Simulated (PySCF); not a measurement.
Simulation results for AlBH5OSi, CH5Al2, CH4AlSi

Calculation on a computer-drawn molecule: the log of a Hartree-Fock and frozen-core CCSD(T) single point meant for a local Hartree-Fock minimum, with one planted fault or none, to be diagnosed. Offsets are logged minus clean, where the clean run is the same molecule without the fault. The reference is restricted for singlets and unrestricted otherwise, and also for a bond in bohr or an excited solution. Adding or removing an electron swaps singlet and doublet. The excited solution moves the top pair (singlet) or top alpha electron (doublet) to the lowest empty orbital. Highest occupied and lowest empty are orbital energies over both spins, largest force is the largest gradient component, triples share is (T) over the correlation energy, the T1 limit is 0.02 restricted and 0.045 unrestricted, electrons count all cores, a negative frequency is imaginary (commonest isotopes), and the dipole is about the centre of nuclear charge. Program: PySCF 2.14.0.

Common to all runs: meant charge 0; meant multiplicity 2; meant basis cc-pV(D+d)Z; logged SCF converged yes; logged CC converged yes; logged SCF stable within its kind yes; possible faults no fault, one electron removed, one electron added, multiplicity raised by two, geometry at a saddle point, SCF held on an excited solution, minimal basis STO-3G, one bond length entered in bohr, all coordinates scaled.

(1) 
```xyz
9
formula=AlBH5OSi logged_electrons=45 logged_basis_functions=99 logged_spin_squared=0.7747 logged_highest_occupied=-7.3807 logged_lowest_empty=0.90798 logged_largest_force=0.022935 logged_T1_diagnostic=0.017793 logged_D1_diagnostic=0.068556 logged_triples_share=0.024366 logged_dipole_magnitude=1.1472 logged_energy_HF=-633.32806 logged_energy_CCSD(T)=-633.79834 planted_fault=all_coordinates_scaled,by_-3.3_% HF_energy_offset_from_clean_run=5.944 CCSD(T)_energy_offset_from_clean_run=8.05
Al    -2.2046     2.3586    -1.3772
B     -1.2065     0.5601    -1.8029
O     -0.2208     0.1698    -1.0238
Si     0.7337    -1.1222    -0.9570
H     -1.8007     3.7035    -2.0217
H     -1.5292    -0.1531    -2.6788
H      0.3967    -2.0384    -2.0004
H      2.0852    -0.6888    -1.1003
H      0.5601    -1.7416     0.3164
```

Units: logged_highest_occupied, logged_lowest_empty in eV; logged_largest_force in hartree/bohr; logged_dipole_magnitude in debye; logged_energy_HF, logged_energy_CCSD(T) in hartree; HF_energy_offset_from_clean_run, CCSD(T)_energy_offset_from_clean_run in kcal/mol.

Drawn bonds:
| atom | other atom | order |
| --- | --- | --- |
| 1 | 2 | 1 |
| 2 | 3 | 1 |
| 3 | 4 | 1 |
| 1 | 5 | 1 |
| 2 | 6 | 1 |
| 4 | 7 | 1 |
| 4 | 8 | 1 |
| 4 | 9 | 1 |

(2) 
```xyz
9
formula=AlBH5OSi logged_electrons=46 logged_basis_functions=99 logged_spin_squared=0 logged_highest_occupied=-0.1094 logged_lowest_empty=6.2063 logged_largest_force=0.0396 logged_T1_diagnostic=0.021003 logged_D1_diagnostic=0.07839 logged_triples_share=0.028057 logged_dipole_magnitude=11.963 logged_energy_HF=-633.31391 logged_energy_CCSD(T)=-633.82262 planted_fault=one_electron_added HF_energy_offset_from_clean_run=14.82 CCSD(T)_energy_offset_from_clean_run=-7.185
Al    -2.2799     2.4391    -1.4242
B     -1.2477     0.5792    -1.8644
O     -0.2283     0.1756    -1.0587
Si     0.7587    -1.1605    -0.9896
H     -1.8622     3.8299    -2.0907
H     -1.5814    -0.1583    -2.7702
H      0.4102    -2.1079    -2.0686
H      2.1564    -0.7123    -1.1378
H      0.5792    -1.8010     0.3272
```

Units: logged_highest_occupied, logged_lowest_empty in eV; logged_largest_force in hartree/bohr; logged_dipole_magnitude in debye; logged_energy_HF, logged_energy_CCSD(T) in hartree; HF_energy_offset_from_clean_run, CCSD(T)_energy_offset_from_clean_run in kcal/mol.

Drawn bonds:
| atom | other atom | order |
| --- | --- | --- |
| 1 | 2 | 1 |
| 2 | 3 | 1 |
| 3 | 4 | 1 |
| 1 | 5 | 1 |
| 2 | 6 | 1 |
| 4 | 7 | 1 |
| 4 | 8 | 1 |
| 4 | 9 | 1 |

Notes: T1 above single-reference limit.

(3) 
```xyz
8
formula=CH5Al2 logged_electrons=37 logged_basis_functions=28 logged_spin_squared=0.7547 logged_highest_occupied=-4.0946 logged_lowest_empty=7.7734 logged_largest_force=0.03572 logged_T1_diagnostic=0.0099913 logged_D1_diagnostic=0.029701 logged_triples_share=0.011975 logged_dipole_magnitude=1.8753 logged_energy_HF=-518.26599 logged_energy_CCSD(T)=-518.41196 planted_fault=minimal_basis_STO-3G HF_energy_offset_from_clean_run=3959 CCSD(T)_energy_offset_from_clean_run=4065
Al    -0.3328    -0.2267    -1.8532
C      0.9564     0.4017    -0.5098
Al     1.1922    -0.5957     1.1499
H      0.0220    -1.5505    -2.6746
H      1.9251     0.3844    -1.0360
H      0.7099     1.4415    -0.2579
H      2.2452    -1.7747     1.2405
H      0.3117    -0.2496     2.4212
```

Units: logged_highest_occupied, logged_lowest_empty in eV; logged_largest_force in hartree/bohr; logged_dipole_magnitude in debye; logged_energy_HF, logged_energy_CCSD(T) in hartree; HF_energy_offset_from_clean_run, CCSD(T)_energy_offset_from_clean_run in kcal/mol.

Drawn bonds:
| atom | other atom | order |
| --- | --- | --- |
| 1 | 2 | 1 |
| 2 | 3 | 1 |
| 1 | 4 | 1 |
| 2 | 5 | 1 |
| 2 | 6 | 1 |
| 3 | 7 | 1 |
| 3 | 8 | 1 |

(4) 
```xyz
8
formula=CH5Al2 logged_electrons=36 logged_basis_functions=85 logged_spin_squared=0 logged_highest_occupied=-15.124 logged_lowest_empty=-6.3973 logged_largest_force=0.049146 logged_T1_diagnostic=0.016249 logged_D1_diagnostic=0.046081 logged_triples_share=0.028964 logged_dipole_magnitude=7.6578 logged_energy_HF=-524.31324 logged_energy_CCSD(T)=-524.62451 planted_fault=one_electron_removed HF_energy_offset_from_clean_run=164.3 CCSD(T)_energy_offset_from_clean_run=166.1
Al    -0.3328    -0.2267    -1.8532
C      0.9564     0.4017    -0.5098
Al     1.1922    -0.5957     1.1499
H      0.0220    -1.5505    -2.6746
H      1.9251     0.3844    -1.0360
H      0.7099     1.4415    -0.2579
H      2.2452    -1.7747     1.2405
H      0.3117    -0.2496     2.4212
```

Units: logged_highest_occupied, logged_lowest_empty in eV; logged_largest_force in hartree/bohr; logged_dipole_magnitude in debye; logged_energy_HF, logged_energy_CCSD(T) in hartree; HF_energy_offset_from_clean_run, CCSD(T)_energy_offset_from_clean_run in kcal/mol.

Drawn bonds:
| atom | other atom | order |
| --- | --- | --- |
| 1 | 2 | 1 |
| 2 | 3 | 1 |
| 1 | 4 | 1 |
| 2 | 5 | 1 |
| 2 | 6 | 1 |
| 3 | 7 | 1 |
| 3 | 8 | 1 |

(5) 
```xyz
7
formula=CH4AlSi logged_electrons=37 logged_basis_functions=80 logged_spin_squared=1.7209 logged_highest_occupied=-7.7774 logged_lowest_empty=0.58919 logged_largest_force=0.018211 logged_T1_diagnostic=0.07639 logged_D1_diagnostic=0.24388 logged_triples_share=0.049169 logged_dipole_magnitude=1.1939 logged_energy_HF=-570.84156 logged_energy_CCSD(T)=-571.1691
Al     0.4007    -1.9658     2.3611
C      0.6155    -0.2204     1.5649
Si     0.7860    -0.0059    -0.1198
H      0.3869    -3.2212     1.3731
H      0.6499     1.4781     2.7257
H      0.7797    -1.1306    -1.0682
H      0.9541     1.2951    -0.7964
```

Units: logged_highest_occupied, logged_lowest_empty in eV; logged_largest_force in hartree/bohr; logged_dipole_magnitude in debye; logged_energy_HF, logged_energy_CCSD(T) in hartree.

Drawn bonds:
| atom | other atom | order |
| --- | --- | --- |
| 1 | 2 | 1 |
| 2 | 3 | 2 |
| 1 | 4 | 1 |
| 2 | 5 | 1 |
| 3 | 6 | 1 |
| 3 | 7 | 1 |

Notes: T1 above single-reference limit.

Questions
1. CH4AlSi (entry 5): planted fault?

Calculated values
1. one bond length entered in bohr, row 4 of the drawn bonds

Further results for CH4AlSi (entry 5):

```
HF energy offset from clean run      : 79.43 kcal/mol
CCSD(T) energy offset from clean run : 83.52 kcal/mol
```
